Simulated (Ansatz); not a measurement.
The cluster Au₂O₂⁻. The state is a doublet with charge -1. Geometry relaxed at PBE-D4/def2-TZVPD.

```csv
atom,x (Å),y (Å),z (Å)
Au1,-1.787,2.350,-1.113
Au2,-0.228,0.443,-0.371
O3,1.088,-1.107,0.158
O4,0.927,-1.687,1.325
```

In the def2 sets Au takes a core potential; there is no spin–orbit coupling. The structure holds one bond between oxygen atoms, so isomers without such links may lie far lower. The structure comes from a short search, and lower isomers may exist.

(1) Estimate the harmonic wavenumbers at UKS PBE-D4/def2-TZVPD (Ansatz, unscaled). Is this a minimum?

## Answers

(1) 57, 82, 148, 230, 420, 1129 cm⁻¹. Yes, no mode is imaginary beyond noise. Zero-point energy 12.4 kJ/mol. Hardware: 4 threads of Intel Xeon on a shared host. Wall time 81 s.
